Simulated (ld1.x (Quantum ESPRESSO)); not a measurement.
**An all-electron radial function and its pseudo partner (Gd (Z = 64))**

Columns: radius, all-electron u(r) and pseudo u(r) of the 5p shell (level -41.18 eV) of gadolinium in the configuration [Kr] 4d10 4f7 5s2 5p6 5d1 6s0 6p0; LDA (PZ), scalar-relativistic, RRKJ scheme, ld1.x (Quantum ESPRESSO) 7.5.

```csv
r (bohr),all-electron,pseudo
0.173,-0.3198,-0.0334
0.345,0.2805,-0.1284
0.518,0.4384,-0.2724
0.690,0.0308,-0.4429
0.862,-0.4294,-0.6143
1.035,-0.7446,-0.7605
1.208,-0.8974,-0.8581
1.380,-0.9292,-0.8946
1.553,-0.8860,-0.8713
1.725,-0.8030,-0.8012
1.898,-0.7029,-0.7042
2.070,-0.6009,-0.6012
2.242,-0.5047,-0.5047
2.415,-0.4175,-0.4175
2.588,-0.3416,-0.3416
2.760,-0.2773,-0.2773
2.932,-0.2234,-0.2234
3.105,-0.1787,-0.1787
3.278,-0.1421,-0.1421
3.450,-0.1127,-0.1127
3.623,-0.0889,-0.0889
3.795,-0.0699,-0.0699
3.968,-0.0547,-0.0547
4.140,-0.0428,-0.0428
4.312,-0.0334,-0.0334
4.485,-0.0259,-0.0259
```

(1) How many radial nodes do the two functions have?

(2) At about which radius was the pseudo-wave matched?

(3) Where does each function peak?

(4) Is the pseudo-wave norm-conserving?

## Answers

(1) The all-electron 5p function has n − l − 1 = 3 (the table is too coarse to show those close to the nucleus); the pseudo-wave has 0, since the states of the same l below it are removed with the core.

(2) 2.20 bohr, where the columns begin to agree (steps of 0.17 bohr).

(3) Outermost all-electron maximum near 1.38 bohr, pseudo maximum near 1.38 bohr (to the table’s step).

(4) Yes: the RRKJ scheme keeps the norm inside the radius equal to the all-electron one, which fixes the energy derivative of the logarithmic derivative at the level.
